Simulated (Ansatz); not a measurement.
Basis-set series for C2H9BSSi (`CBS[SiH2]C`). Total charge 0; spin multiplicity 1. The structure was optimised at the PBE0-D4/def2-TZVP level. It is one conformer, not always the lowest.

```
functional       basis  functions  energy (Eh)  HOMO (eV)  LUMO (eV)
   PBE0-D4    def2-SVP        123   -793.54275      -7.76      -0.79
   PBE0-D4  def2-QZVPP        581   -793.92571      -7.81      -0.97
   ωB97M-V    def2-SVP        123   -793.80847      -9.87       1.24
   ωB97M-V  def2-QZVPP        581   -794.19856      -9.96       0.92
```

Give the rows for def2-TZVPP. (An estimate is asked.)

The calculation gave: 
| functional | basis | functions | energy (Eh) | HOMO (eV) | LUMO (eV) |
| --- | --- | --- | --- | --- | --- |
| PBE0-D4 | def2-TZVPP | 303 | -793.89755 | -7.80 | -0.94 |
| ωB97M-V | def2-TZVPP | 303 | -794.17195 | -9.95 | 1.00 |

Positive LUMOs are unbound and depend on the basis.

Results of the Gaussian-basis code of Ansatz.
